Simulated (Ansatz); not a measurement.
The first iterations of a band of CH$_{5}$AlF$_{2}$S (10 atoms, charge 0, multiplicity 1).

Computed with Ansatz 0.2.0, UKS PBE-D4/6-31G*.

* movable images: 7
* climbing image: yes
* spring: 5.0 eV/Å²
* optimiser: quadratic models (default)
* start path: through a guess of the saddle point
* force threshold: 0.2 eV/Å
* iteration limit: 60
* end points: relaxed

First end point:

```xyz
10
Properties=species:S:1:pos:R:3
Al -1.047 -0.010 -0.165
C 0.380 -1.327 -0.426
F -1.679 0.803 -1.494
F -2.076 -0.154 1.157
H 1.248 2.070 -0.113
S 0.214 2.031 0.768
H 0.900 -1.566 0.519
H -0.032 -2.275 -0.814
H 1.135 -0.982 -1.154
H 0.956 1.410 1.723
```

Last end point:

```xyz
10
Properties=species:S:1:pos:R:3
Al -1.070 0.770 0.067
C 0.864 -1.118 -0.551
F -1.461 0.799 -1.548
F -1.838 -0.319 1.073
H 1.263 -0.113 -0.313
S 0.061 2.435 0.931
H 1.673 -1.837 -0.353
H 0.018 -1.400 0.103
H 0.562 -1.165 -1.606
H -0.071 1.948 2.196
```

| iteration | highest image above the first end (eV) | largest band force component (eV/Å) |
| --- | --- | --- |
| 1 | 1.992 | 6.548 |
| 2 | 0.627 | 2.717 |

Question: Does the band converge within its limit, and where does its top end?

Answer: It converged. It ended after 8 iterations with the highest image 0.656 eV above the first end. The threshold of 0.2 eV/Å is loose, so the images may lie well off the minimum-energy path. The order of the stationary point at the top wasn't checked. The orbitals stay closed-shell, which can raise the energy where a bond breaks towards radicals; this wasn't checked here.

Time of the run: 3.3 min on 2 threads of Arm Neoverse V1, on a shared host, peak memory 0.17 GiB.
